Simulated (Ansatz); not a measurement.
[Co(PH3)Cl5]2- (CoPH₃Cl₅²⁻). The state is a quintet with charge -2. Geometry PBE0-D4/def2-SVPD; atoms count from 1.

```csv
atom,x (Å),y (Å),z (Å)
Co1,0.188,1.063,0.399
P2,-0.168,-1.226,-0.426
H3,0.425,-1.594,-1.663
H4,-1.489,-1.686,-0.639
H5,0.319,-2.304,0.374
Cl6,0.110,3.282,0.920
Cl7,2.120,0.934,-1.055
Cl8,-1.797,0.276,1.649
Cl9,1.535,0.088,2.124
Cl10,-1.243,1.168,-1.682
```

A multiply charged anion in the gas phase is held together partly by the finite basis. The highest occupied level of the charge -2 quintet lies above zero (up to 1.85 eV). The electron is either unbound and held by the finite basis, or the level is raised by self-interaction error. At PBE-D4/def2-TZVPD a singlet of charge -2 lies 0.66 eV below the quintet, each at its own geometry.

Estimate the Mulliken populations from the PBE/def2-TZVPD orbitals of Ansatz.


```json
{"atom": "Co1", "charge (e)": "0.35", "spin (α − β)": "2.73", "d electrons": "7.40"}
{"atom": "P2", "charge (e)": "-0.04", "spin (α − β)": "0.15", "d electrons": "–"}
{"atom": "H3", "charge (e)": "0.09", "spin (α − β)": "0.01", "d electrons": "–"}
{"atom": "H4", "charge (e)": "0.09", "spin (α − β)": "0.01", "d electrons": "–"}
{"atom": "H5", "charge (e)": "0.08", "spin (α − β)": "0.01", "d electrons": "–"}
{"atom": "Cl6", "charge (e)": "-0.48", "spin (α − β)": "0.26", "d electrons": "–"}
{"atom": "Cl7", "charge (e)": "-0.51", "spin (α − β)": "0.21", "d electrons": "–"}
{"atom": "Cl8", "charge (e)": "-0.53", "spin (α − β)": "0.19", "d electrons": "–"}
{"atom": "Cl9", "charge (e)": "-0.50", "spin (α − β)": "0.23", "d electrons": "–"}
{"atom": "Cl10", "charge (e)": "-0.54", "spin (α − β)": "0.18", "d electrons": "–"}
```
Mulliken values depend strongly on the basis. With diffuse functions, as here, like atoms can get unlike values, and bond orders can come out too low or too high.

Where does the spin sit?

Summed by element: Co 2.73, P 0.15, H 0.03, Cl 1.08, of 4 unpaired in all. Largest on single atoms: Co1 2.73, Cl6 0.26, Cl9 0.23.

And the Mayer bond orders between heavy atoms (over 0.3)?

Co1–P2 0.71 (2.46 Å); Co1–Cl6 0.78 (2.28 Å); Co1–Cl7 0.64 (2.42 Å); Co1–Cl8 0.57 (2.47 Å); Co1–Cl9 0.69 (2.40 Å); Co1–Cl10 0.51 (2.53 Å).
